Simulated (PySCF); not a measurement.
A calculated (MN15, PySCF 2.14, cc-pV(D+d)Z, no relativity, point nucleus) atom or ion has these occupied shells.

| shell | electrons | orbital energy (eV) | rms radius, mean of both spins (bohr) |
| --- | --- | --- | --- |
| 1s α | 1 | -1787.4 | 0.130 |
| 1s β | 1 | -1787.3 | 0.130 |
| 2s α | 1 | -150.88 | 0.625 |
| 2s β | 1 | -150.79 | 0.625 |
| 2p α | 3 | -110.80 | 0.602 |
| 2p β | 3 | -110.66 | 0.602 |
| 3s α | 1 | -20.941 | 2.24 |
| 3s β | 1 | -19.924 | 2.24 |
| 3p α | 1 | -13.393 | 2.67 |

(1) Name the element and its charge.

Results:

(1) Si⁺ (silicon, charge +1), in [Ne] 3s2 3p1, 2P determinant.
